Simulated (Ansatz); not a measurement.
`F[SiH]1CC[SiH2]1` → `FC1([SiH3])C[SiH2]1`  (isomerisation)

Gas-phase electronic energies from Ansatz, PBE0-D4/def2-TZVP geometries. CCSD(T)/CBS is the MP2 limit (def2-TZVPP, def2-QZVPP) plus CCSD(T) − MP2 in def2-TZVPP, frozen cores. Functionals use def2-TZVPP.

```
             level  ΔE (kJ/mol)
            revPBE        279.6
              BLYP        274.1
              PBE0        293.5
SCS-MP2/def2-QZVPP        300.4
```

Q: What does CCSD(T)/CBS give? (An estimate is asked.)

A: Ansatz gave: +298.3 kJ/mol. The listed levels differ from it by -18.7, -24.2, -4.8, 2.1 kJ/mol.

Largest T1 diagnostic among the species: 0.013.

From r2SCAN to r2SCAN0 (25 % exact exchange), in def2-TZVPP and without D4, ΔE moves by +9.0 kJ/mol. At CCSD(T), def2-SVP lies −28.8 kJ/mol from the extrapolated value and def2-TZVPP −3.3 kJ/mol. Leaving LDA and LC-ωPBE aside and taking each functional with its dispersion term where it has one, the values, not all of them listed here, spread over 28.8 kJ/mol, from BLYP-D4 to PBE-QIDH.

CCSD(T)/CBS has its own doubt, a few kJ/mol and more with outer-core shells, so smaller differences from it don't rank the levels.
